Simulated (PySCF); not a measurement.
## Electron correlation in Ni²⁺ (nickel, charge +2)

[Ar] 3d7 4s1, high-spin 5F determinant (an excited configuration). All numbers are calculated (PySCF 2.14, no relativity, point nucleus, in dyall-av2z). Frozen: [Ar]; 8 electrons correlated; the 25 highest virtual orbitals of each spin left out.

```json
{"level": "CCSD", "correlation energy (mhartree)": "-170.22"}
{"level": "(T)", "correlation energy (mhartree)": "-2.21"}
{"level": "CCSD(T)", "correlation energy (mhartree)": "-172.43"}
```

Diagnostics: T1 = 0.0061, D1 = 0.0123, largest double amplitude 0.016.

Cost of the coupled-cluster step: roughly 14 core-seconds, for 8 correlated electrons.

Iterations:

```
CC2 = 0
CCSD nocc = (np.int64(6), np.int64(2)), nmo = (67, 67)
frozen orbitals [[0, 1, 2, 3, 4, 5, 6, 7, 8, 76, 77, 78, 79, 80, 81, 82, 83, 84, 85, 86, 87, 88, 89, 90, 91, 92, 93, 94, 95, 96, 97, 98, 99, 100], [0, 1, 2, 3, 4, 5, 6, 7, 8, 76, 77, 78, 79, 80, 81, 82, 83, 84, 85, 86, 87, 88, 89, 90, 91, 92, 93, 94, 95, 96, 97, 98, 99, 100]]
max_cycle = 100
direct = 0
conv_tol = 1e-08
conv_tol_normt = 1e-06
diis_space = 8
diis_start_cycle = 0
Init t2, MP2 energy = -0.168871401188566
Init E_corr(UCCSD) = -0.168871401191503
cycle = 1  E_corr(UCCSD) = -0.168315633227872  dE = 0.000555767964  norm(t1,t2) = 0.0250333
cycle = 2  E_corr(UCCSD) = -0.169864380062411  dE = -0.00154874683  norm(t1,t2) = 0.00677192
cycle = 3  E_corr(UCCSD) = -0.170062527369386  dE = -0.000198147307  norm(t1,t2) = 0.00309401
cycle = 4  E_corr(UCCSD) = -0.170222913912719  dE = -0.000160386543  norm(t1,t2) = 0.00111732
cycle = 5  E_corr(UCCSD) = -0.170221826130979  dE = 1.08778174e-06  norm(t1,t2) = 0.00039069
cycle = 6  E_corr(UCCSD) = -0.170221859063358  dE = -3.29323795e-08  norm(t1,t2) = 7.09847e-05
cycle = 7  E_corr(UCCSD) = -0.170222949578273  dE = -1.09051491e-06  norm(t1,t2) = 2.39539e-05
cycle = 8  E_corr(UCCSD) = -0.17022259613295  dE = 3.53445323e-07  norm(t1,t2) = 7.06892e-06
cycle = 9  E_corr(UCCSD) = -0.170222499490767  dE = 9.66421827e-08  norm(t1,t2) = 1.87637e-06
cycle = 10  E_corr(UCCSD) = -0.170222542967015  dE = -4.34762479e-08  norm(t1,t2) = 5.43258e-07
cycle = 11  E_corr(UCCSD) = -0.170222538064425  dE = 4.90258978e-09  norm(t1,t2) = 1.39996e-07
UCCSD converged
E(UCCSD) = -1505.973453969257  E_corr = -0.1702225380644254
UCCSD(T) correction = -0.00220902815212456
```
